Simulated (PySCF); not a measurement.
A structure optimised at r2SCAN-D4/def2-TZVP, used in a PySCF frequency run:

```
C
H 1 1.0869
H 1 1.0892 2 110.27
H 1 1.0892 2 110.27 3 121.32
Bi 1 2.2691 2 109.89 3 -119.34
H 5 1.7951 1 92.39 2 45.02
H 5 1.7951 6 89.95 1 92.39
```

Write its SMILES, formula and point group.

[CH3][BiH2], CH5Bi, Cs

What are its rotational constants (standard atomic weights)?

52.319, 6.1619, 6.1597 GHz
